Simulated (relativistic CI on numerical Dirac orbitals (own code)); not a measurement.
Computed by Dirac-Coulomb-Breit CI, separate exchange-only KLI orbitals for each configuration, model QED, valence Slater integrals scaled by 0.9, configuration energies shifted to the measured levels that pair with them (semi-empirical) (own radial code, finite nucleus).

Configuration list (outside the closed core [Kr] 4d10): 5s2 5p3, 5s 5p4, 5s2 5p2 5d, 5s2 5p2 6s, 5p5, 5s2 5p 4f2, 5s2 5p2 4f, 5s2 5p 5d2, 5s 5p3 5d, 5s2 5p2 5f, 5s2 5p2 5g, 5s2 5p 4f 5d, 5p3 4f2, 5s2 5p2 6p, 5s 5p3 4f, 5s 5p3 5f, 5p3 5d2, 5s2 5p 5f2, 5p4 4f, 5s 5p2 4f2, 5s 5p3 5g, 5s 5p2 4f 5d, 5s2 5p2 6d, 5p4 5d, 5s2 5p2 7s, 5s2 5p 4f 5f, 5s2 5p 5d 5f, 5s 5p2 5d2, 5s 5p3 6s, 5s2 5p 5g2. Levels of other configurations are missing.

Configurations whose levels could be paired with our table of measured levels were shifted onto them, all but the ground configuration, by the median error of their levels; single terms can still be off by 1,000 to 2,000 cm⁻¹ or more, and rates follow the energies as ν³ (E1, M1) or ν⁵ (E2). The others borrow a shift and can be off by several thousand cm⁻¹ or more. Levels and lines within the n = 5 or 6 shells can be off by up to 10 % or somewhat more, and those that change n by about 2 %, since core polarisation is missing. 21 of the 46 excited levels that our extract of the measured tables holds in this range could be paired (the sources list more); they are missed by 1585 cm⁻¹ on average and 4482 at most, after the shifts were fitted to these levels, and levels without a partner can miss by more. The lowest levels of unpaired configurations miss by -14426 (5s 5p4). Levels that differ in their count of f electrons can be misplaced by several ten thousand cm⁻¹, since the correlation energy of f electrons is missing or only estimated; rates across such gaps can be off by orders of magnitude.

Outline of the computed level scheme of Ba VI. Lowest level of each configuration: 5s2 5p3 4S°_3/2 at 0.0000 eV; 5s 5p4 4P_5/2 at 14.1355 eV; 5s2 5p2 4f 4G°_5/2 at 17.7540 eV; 5s2 5p2 5d 2P_3/2 at 21.0498 eV.

Some strong electric-dipole decays among the lowest 45 levels: 5s2 5p2 5d 2P_3/2 → 5s2 5p3 2D°_5/2 (1.6e+09 s⁻¹); 5s2 5p2 5d 4D_1/2 → 5s2 5p3 2D°_3/2 (1.2e+09 s⁻¹); 5s2 5p2 5d 4D_1/2 → 5s2 5p3 2P°_3/2 (1.1e+09 s⁻¹); 5s2 5p2 5d 4D_3/2 → 5s2 5p3 2D°_5/2 (1.1e+09 s⁻¹); 5s2 5p2 5d 4D_3/2 → 5s2 5p3 4S°_3/2 (1.0e+09 s⁻¹); 5s2 5p2 5d 4F_5/2 → 5s2 5p3 4S°_3/2 (9.7e+08 s⁻¹); 5s2 5p2 5d 4D_1/2 → 5s2 5p3 2P°_3/2 (7.7e+08 s⁻¹); 5s2 5p2 5d 4F_3/2 → 5s2 5p3 4S°_3/2 (4.8e+08 s⁻¹).

LS names give the leading component of a level, which can be under half, so a name can repeat, a term be missing and a line seem to break the LS rules.
